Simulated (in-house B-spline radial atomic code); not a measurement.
## Binding energies in Os²⁺

NIST's tabulated ground configuration is [Xe] 4f14 5d6; each binding energy is the energy of the ion with one electron taken from that subshell, relaxed, less that of the parent. All numbers are computed (Dirac-Kohn-Sham B3LYP, spherical fractional occupations; Fermi nucleus of rms radius 5.4126 fm) with a B-spline radial code for spherical atoms, not measured. Energies include first-order Breit, QED and recoil terms.

Caution: exact exchange at fractional occupations of open shells leaves self-interaction of up to several eV.

| subshell | X-ray name | binding energy (eV) | -ε (eV) | relaxation (eV) |
| --- | --- | --- | --- | --- |
| 1s | K | 74054.7 | 73877.2 | -516.8 |
| 2s | L1 | 12945.5 | 12902.5 | -89.9 |
| 2p1/2 | L2 | 12423.8 | 12351.6 | -117.4 |
| 2p3/2 | L3 | 10898.3 | 10819.6 | -107.4 |
| 3s | M1 | 3043.6 | 3028.7 | -24.4 |
| 3p1/2 | M2 | 2799.5 | 2781.9 | -26.5 |
| 3p3/2 | M3 | 2468.1 | 2446.8 | -26.5 |
| 3d3/2 | M4 | 2062.3 | 2033.4 | -32.3 |
| 3d5/2 | M5 | 1991.2 | 1961.0 | -32.4 |
| 4s | N1 | 669.1 | 659.7 | -11.4 |
| 4p1/2 | N2 | 565.4 | 555.9 | -11.4 |
| 4p3/2 | N3 | 488.1 | 476.9 | -12.1 |
| 4d3/2 | N4 | 317.7 | 306.2 | -11.9 |
| 4d5/2 | N5 | 303.5 | 291.5 | -12.1 |
| 5s | O1 | 119.2 | 112.4 | -7.1 |
| 4f5/2 | N6 | 86.57 | 75.02 | -11.38 |
| 5p1/2 | O2 | 86.34 | 79.85 | -6.73 |
| 4f7/2 | N7 | 83.93 | 72.17 | -11.49 |
| 5p3/2 | O3 | 74.23 | 67.43 | -6.89 |
| 5d | O4,5 | 29.15 | 23.33 | -5.81 |

Relaxation = -ε minus the binding energy without Breit, QED and recoil terms. With a density functional, K lines can miss by some tenths of a per cent, more in light atoms. For a density functional the relaxation so defined is negative, because -ε of a Kohn-Sham level is smaller than the binding energy.

Emission lines follow as differences of binding energies, with λ = 12398.42 eV·Å / E:

| line | holes | energy (eV) | wavelength (Å) |
| --- | --- | --- | --- |
| K-L3 | 1s → 2p3/2 | 63156.4 | 0.19631 |
| K-L2 | 1s → 2p1/2 | 61630.9 | 0.20117 |
| K-M3 | 1s → 3p3/2 | 71586.6 | 0.17319 |
| L3-M5 | 2p3/2 → 3d5/2 | 8907.1 | 1.392 |
| L2-M4 | 2p1/2 → 3d3/2 | 10361.5 | 1.1966 |
| L1-M3 | 2s → 3p3/2 | 10477.4 | 1.1833 |
| L3-M1 | 2p3/2 → 3s | 7854.7 | 1.5785 |
| L2-N4 | 2p1/2 → 4d3/2 | 12106.1 | 1.0241 |
| M5-N7 | 3d5/2 → 4f7/2 | 1907.3 | 6.5006 |
| M4-N6 | 3d3/2 → 4f5/2 | 1975.7 | 6.2754 |

What screening constant σ does Moseley's law, E = (3/4)·13.6057 eV·(Z - σ)², need for K-L3?

σ = -2.67.

Moseley's non-relativistic formula needs a falling, then negative, screening constant for heavy elements, because relativity binds the 1s electron more strongly than the formula allows.

What does it cost to remove both a 3p3/2 and a 4f7/2 electron?

2581.4 eV, which is 29.35 eV more than the two single binding energies together.

What does it cost to remove both a 2p1/2 and a 3p3/2 electron?

14982 eV, which is 90.5 eV more than the two single binding energies together.

What does it cost to remove both a 4d5/2 and a 4d3/2 electron?

648.69 eV, which is 27.54 eV more than the two single binding energies together.
